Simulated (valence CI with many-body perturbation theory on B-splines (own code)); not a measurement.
In³⁴⁺: electric-dipole lines

Computed by configuration interaction combined with many-body perturbation theory (CI+MBPT): five valence electrons over a frozen Dirac-Fock core [Ne], a basis of 11 s, 11 p, 10 d, 8 f, 5 g, 2 h functions for each j, with the one-electron correlation potential Σ1, the two-electron term Σ2, the three-electron term Σ3, Breit, model QED; selected CI, second order for the rest, scaled by the run's own slope (own B-spline code, finite nucleus).

No measured spectrum was set against this ion. As an estimate, large intervals hold to a few tenths of a per cent, small ones and those within an open d or f shell to about a per cent. Among the levels kept, up to 4300 cm⁻¹ of a level comes from second order outside the variational space, and about a tenth of that is noise between levels of different J, which matters for small intervals.

Lines 151 to 200 of 585 in falling wavelength, among levels below 434.21 eV, chosen from the strongest by gf and those to the six lowest levels. Wavelengths and rates use the calculated energies. Electric multipoles are in the length gauge, E1 and E2 with the static RPA response of the core. Weak lines are less certain than strong ones. Lines between different terms over intervals too small for the method are left out, as are lines whose strength nearly cancels. Where a level lies close to another of its J and parity, the split of strength between their lines is uncertain. The highest levels of a list are the least certain.

Levels are named by their leading jj configuration (3d3/2^4 stands for four electrons in 3d with j = 3/2), which in mixed levels can hold well under half, so a name can repeat and another be missing. Letters in brackets count levels of one name in rising energy.

```
λ vac (Å)                               Upper                               Lower   A (s⁻¹)  S (a.u.) with core polarisation  S without
    79.14  (3s 3p1/2^2 3d3/2 3d5/2) J=3/2 [b]  (3s 3p1/2^2 3p3/2 3d3/2) J=3/2 [b]  3.01e+10                         2.95e-02   3.01e-02
    79.09  (3s 3p1/2 3p3/2^2 3d5/2) J=5/2 [b]  (3s^2 3p1/2 3p3/2 3d5/2) J=7/2 [a]  4.39e+10                         6.43e-02   6.56e-02
    79.09  (3s^2 3p1/2 3d3/2 3d5/2) J=7/2 [a]  (3s^2 3p1/2 3p3/2 3d3/2) J=5/2 [a]  5.13e+10                         1.00e-01   1.02e-01
    79.02  (3s^2 3p1/2 3d3/2 3d5/2) J=5/2 [a]  (3s^2 3p1/2 3p3/2 3d3/2) J=5/2 [a]  2.14e+10                         3.12e-02   3.18e-02
    79.00  (3s^2 3p1/2 3p3/2 3d5/2) J=3/2 [a]          (3s^2 3p1/2 3p3/2^2) J=3/2  6.27e+10                         6.11e-02   6.23e-02
    78.91  (3s^2 3p1/2 3d3/2 3d5/2) J=5/2 [a]  (3s^2 3p1/2 3p3/2 3d3/2) J=3/2 [a]  3.29e+10                         4.78e-02   4.88e-02
    78.86      (3s^2 3p3/2 3d5/2^2) J=5/2 [a]      (3s^2 3p3/2^2 3d5/2) J=5/2 [b]  4.01e+10                         5.83e-02   5.94e-02
    78.85  (3s^2 3p1/2 3p3/2 3d3/2) J=5/2 [b]          (3s^2 3p1/2 3p3/2^2) J=5/2  4.71e+10                         6.84e-02   6.98e-02
    78.81  (3s 3p1/2^2 3p3/2 3d5/2) J=3/2 [b]          (3s 3p1/2^2 3p3/2^2) J=1/2  3.54e+10                         3.42e-02   3.48e-02
    78.76  (3s^2 3p1/2 3d3/2 3d5/2) J=5/2 [b]  (3s^2 3p1/2 3p3/2 3d3/2) J=3/2 [b]  4.06e+10                         5.88e-02   6.00e-02
    78.70  (3s 3p1/2 3p3/2^2 3d5/2) J=5/2 [g]        (3s 3p1/2 3p3/2^3) J=3/2 [b]  1.34e+11                         1.94e-01   1.97e-01
    78.69          (3s^2 3p3/2 3d5/2^2) J=1/2          (3s^2 3p3/2^2 3d3/2) J=1/2  3.06e+10                         1.47e-02   1.50e-02
    78.68  (3s 3p1/2 3p3/2^2 3d5/2) J=3/2 [h]      (3s^2 3p1/2 3p3/2 3d5/2) J=1/2  9.10e+10                         8.75e-02   8.93e-02
    78.68  (3s 3p1/2 3p3/2^2 3d5/2) J=3/2 [f]  (3s^2 3p1/2 3p3/2 3d5/2) J=3/2 [b]  7.40e+10                         7.12e-02   7.26e-02
    78.67  (3s 3p1/2^2 3p3/2 3d3/2) J=5/2 [b]          (3s^2 3p1/2^2 3d3/2) J=3/2  6.95e+10                         1.00e-01   1.02e-01
    78.64  (3s 3p1/2 3p3/2^2 3d3/2) J=7/2 [c]      (3s^2 3p1/2 3p3/2 3d3/2) J=7/2  3.58e+10                         6.87e-02   7.02e-02
    78.60      (3s^2 3p1/2 3d3/2 3d5/2) J=9/2      (3s^2 3p1/2 3p3/2 3d3/2) J=7/2  9.85e+10                         2.36e-01   2.41e-01
    78.53  (3s^2 3p1/2 3p3/2 3d5/2) J=7/2 [b]          (3s^2 3p1/2 3p3/2^2) J=5/2  6.51e+10                         1.25e-01   1.27e-01
    78.48      (3s^2 3p1/2 3d5/2^2) J=9/2 [a]      (3s^2 3p1/2 3p3/2 3d5/2) J=9/2  8.84e+10                         2.11e-01   2.15e-01
    78.47  (3s 3p1/2 3p3/2^2 3d5/2) J=7/2 [b]  (3s^2 3p1/2 3p3/2 3d5/2) J=7/2 [a]  6.60e+10                         1.26e-01   1.29e-01
    78.41  (3s 3p1/2 3p3/2^2 3d3/2) J=5/2 [e]  (3s^2 3p1/2 3p3/2 3d3/2) J=3/2 [b]  4.10e+10                         5.85e-02   5.97e-02
    78.40      (3s 3p1/2^2 3d3/2 3d5/2) J=9/2      (3s 3p1/2^2 3p3/2 3d3/2) J=7/2  5.28e+10                         1.26e-01   1.28e-01
    78.37  (3s 3p1/2 3p3/2^2 3d5/2) J=1/2 [b]        (3s 3p1/2 3p3/2^3) J=3/2 [a]  4.69e+10                         2.23e-02   2.28e-02
    78.34  (3s 3p1/2^2 3p3/2 3d3/2) J=5/2 [b]          (3s 3p1/2^2 3p3/2^2) J=5/2  8.09e+08                         1.15e-03   1.17e-03
    78.13  (3s 3p1/2 3p3/2^2 3d5/2) J=3/2 [a]  (3s^2 3p1/2 3p3/2 3d5/2) J=5/2 [a]  3.38e+10                         3.18e-02   3.25e-02
    78.11  (3s 3p1/2 3p3/2^2 3d3/2) J=3/2 [f]  (3s^2 3p1/2 3p3/2 3d3/2) J=3/2 [b]  2.96e+10                         2.79e-02   2.85e-02
    78.10  (3s 3p1/2^2 3d3/2 3d5/2) J=3/2 [a]  (3s 3p1/2^2 3p3/2 3d3/2) J=1/2 [a]  2.00e+10                         1.88e-02   1.92e-02
    78.05       (3p1/2^2 3p3/2^2 3d5/2) J=9/2      (3s 3p1/2^2 3p3/2 3d5/2) J=9/2  1.06e+10                         2.49e-02   2.54e-02
    78.03  (3s 3p1/2^2 3d3/2 3d5/2) J=3/2 [a]  (3s 3p1/2^2 3p3/2 3d3/2) J=3/2 [a]  2.06e+10                         1.94e-02   1.97e-02
    77.99  (3s 3p1/2 3p3/2^2 3d5/2) J=7/2 [c]  (3s^2 3p1/2 3p3/2 3d5/2) J=7/2 [a]  2.17e+10                         4.07e-02   4.15e-02
    77.99        (3s 3p3/2^3 3d3/2) J=1/2 [a]  (3s^2 3p1/2 3p3/2 3d5/2) J=3/2 [b]  5.02e+10                         2.35e-02   2.40e-02
    77.95          (3s^2 3p3/2 3d5/2^2) J=9/2          (3s^2 3p3/2^2 3d3/2) J=7/2  5.68e+10                         1.33e-01   1.35e-01
    77.94  (3s^2 3p3/2 3d3/2 3d5/2) J=5/2 [b]      (3s^2 3p3/2^2 3d3/2) J=3/2 [a]  1.58e+10                         2.21e-02   2.26e-02
    77.88       (3p1/2^2 3p3/2^2 3d3/2) J=7/2      (3s 3p1/2^2 3p3/2 3d3/2) J=7/2  1.85e+10                         3.45e-02   3.52e-02
    77.79  (3s 3p1/2 3p3/2^2 3d5/2) J=7/2 [d]  (3s^2 3p1/2 3p3/2 3d5/2) J=5/2 [b]  1.41e+11                         2.63e-01   2.68e-01
    77.78          (3s^2 3p3/2 3d5/2^2) J=7/2      (3s^2 3p3/2^2 3d5/2) J=5/2 [b]  3.65e+11                         6.78e-01   6.92e-01
    77.77      (3s^2 3p3/2 3d5/2^2) J=3/2 [a]      (3s^2 3p3/2^2 3d3/2) J=3/2 [b]  1.20e+11                         1.12e-01   1.14e-01
    77.76      (3s^2 3p3/2 3d5/2^2) J=3/2 [b]          (3s^2 3p3/2^2 3d5/2) J=3/2  3.15e+10                         2.93e-02   2.99e-02
    77.75  (3s^2 3p3/2 3d3/2 3d5/2) J=5/2 [b]          (3s^2 3p3/2^2 3d3/2) J=5/2  3.97e+10                         5.53e-02   5.64e-02
    77.70  (3s 3p1/2 3p3/2^2 3d5/2) J=3/2 [d]  (3s^2 3p1/2 3p3/2 3d5/2) J=3/2 [a]  7.61e+10                         7.05e-02   7.19e-02
    77.64  (3s 3p1/2 3p3/2^2 3d3/2) J=3/2 [d]        (3s 3p1/2 3p3/2^3) J=3/2 [a]  1.66e+10                         1.53e-02   1.56e-02
    77.60     (3s^2 3p3/2 3d3/2 3d5/2) J=11/2          (3s^2 3p3/2^2 3d5/2) J=9/2  6.56e+10                         1.82e-01   1.85e-01
    77.46  (3s 3p1/2^2 3p3/2 3d3/2) J=1/2 [b]          (3s^2 3p1/2^2 3d3/2) J=3/2  8.57e+10                         3.93e-02   4.01e-02
    77.45        (3s 3p1/2 3p3/2^3) J=3/2 [b]          (3s^2 3p1/2 3p3/2^2) J=1/2  4.88e+10                         4.48e-02   4.57e-02
    77.41  (3s 3p1/2 3p3/2^2 3d5/2) J=3/2 [e]  (3s^2 3p1/2 3p3/2 3d3/2) J=1/2 [b]  2.23e+10                         2.04e-02   2.08e-02
    77.39  (3s^2 3p1/2 3p3/2 3d3/2) J=3/2 [b]          (3s^2 3p1/2 3p3/2^2) J=3/2  9.94e+08                         9.10e-04   9.32e-04
    77.38      (3s^2 3p1/2 3d3/2 3d5/2) J=3/2  (3s^2 3p1/2 3p3/2 3d3/2) J=3/2 [b]  5.02e+10                         4.59e-02   4.68e-02
    77.30  (3s 3p1/2 3p3/2^2 3d5/2) J=5/2 [g]  (3s^2 3p1/2 3p3/2 3d5/2) J=5/2 [c]  2.28e+10                         3.11e-02   3.18e-02
    77.29      (3s^2 3p3/2 3d5/2^2) J=5/2 [a]          (3s^2 3p3/2^2 3d5/2) J=3/2  1.50e+11                         2.06e-01   2.10e-01
    77.19  (3s 3p1/2 3p3/2^2 3d3/2) J=3/2 [e]        (3s 3p1/2 3p3/2^3) J=3/2 [a]  1.75e+10                         1.59e-02   1.62e-02
```
